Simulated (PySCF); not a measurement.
# Excitation energy of Pd by level of theory

Pd [Kr] 4d10 (1S) → Pd [Kr] 4d9 5p1 (high-spin determinant), as a difference of total energies. Calculation: PySCF 2.14, in def2-TZVPPD with the def2 core potential (28 electrons) (6s4p3d2f1g, 56 functions); scalar relativity through the core potential. Correlated levels: valence and next inner shell: nothing frozen outside the core potential. The calculations carry no spin-orbit coupling.

| method | excitation energy (cm⁻¹) |
| --- | --- |
| UHF | 23093 |
| MP2 (valence and next inner shell) | 38377 |
| SCS-MP2 (valence and next inner shell) | 36744 |
| CCSD (valence and next inner shell) | 33400 |
| CCSD(T) (valence and next inner shell) | 34146 |

The determinant of the upper state mixes LS terms, which raises its energy above the lowest term, most at the Hartree-Fock and MP2 levels.
